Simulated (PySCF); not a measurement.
A structure optimised at PBE-D3(BJ)/def2-SVP, used in a PySCF frequency run:

```
C
O 1 1.3833
H 2 0.9771 1 107.61
C 1 1.4896 2 113.17 3 178.64
H 4 1.1079 1 110.61 2 -165.42
H 4 1.1089 5 108.85 1 -122.01
H 4 1.1178 5 106.89 6 -115.45
C 1 1.4925 2 117.11 3 -32.44
H 8 1.1097 1 110.19 2 159.27
H 8 1.1236 9 106.58 1 118.41
O 8 1.4386 9 105.34 10 118.11
H 11 0.9759 8 106.14 9 172.15
```
Charge 0, spin multiplicity 2.

Question: Write its SMILES and formula.

Answer: C[C](O)CO, C3H7O2

Question: What are its rotational constants (standard atomic weights)?

Answer: 7.0872, 3.8821, 3.0288 GHz
